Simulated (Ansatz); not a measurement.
Ansatz (an electronic-structure program) input (CCSD(T)/6-31G*):

Ansatz 0.2 input:
```yaml
crystal:
  periodic: [false, false, false]
  atoms:
    - {symbol: Se, position_ang: [-0.00000000, -0.00000000, -0.04223725]}
    - {symbol: H, position_ang: [0.00000000, 0.00000000, 1.43606647]}
basis:
  gaussian:
    orbitals: 6-31G*
total_charge: -1
magnetization: {spin_polarized: false}
correlation: {method: ccsd_t, electrons: outside_noble_gas}
```

End of the output:

```
integrals: 0.01 GiB planned
362 factors; integrals over basis functions are off by at most 7.7e-4 eV
mean field: 0.08 GiB planned
mean field evaluation 1: about -65310.6185 eV, gradient 1.3e1 eV
mean field evaluation 2: about -65310.6390 eV, gradient 1.3e1 eV
mean field evaluation 4: about -65311.1233 eV, gradient 1.1e0 eV
mean field evaluation 8: about -65311.1292 eV, gradient 3.1e-5 eV
mean field evaluation 16: about -65311.1283 eV, gradient 4.1e-1 eV
mean field -65311.12921055 eV, -2400.1397290142 hartree, gradient 2.9e-6 eV, S^2 0.000000; 0 other end points of the search recorded, 0 dependent functions left out
14 core orbitals not correlated
reference -65311.12921055 eV, -2400.1397290142 hartree; 4, 4 occupied and 19, 19 virtual orbitals, 362 factors
second order -3.05873782 eV of doubles, -0.00000000 eV of singles
coupled cluster: 0.05 GiB planned
cycle   1  -3.39567152 eV  change   -3.4e-1 eV  update   4.2e-2
cycle   2  -3.49937821 eV  change   -1.0e-1 eV  update   1.4e-2
cycle   3  -3.50601894 eV  change   -6.6e-3 eV  update   2.7e-3
cycle   4  -3.50583498 eV  change    1.8e-4 eV  update   5.0e-4
cycle   5  -3.50572213 eV  change    1.1e-4 eV  update   1.1e-4
cycle   6  -3.50572048 eV  change    1.7e-6 eV  update   2.3e-5
cycle   7  -3.50572378 eV  change   -3.3e-6 eV  update   5.3e-6
perturbative correction -0.06129025 eV, -0.0022523751 hartree
Total energy: -65314.69622457 eV, -2400.2708143619 hartree
```

Whether it binds its extra electron was not tested at this geometry.
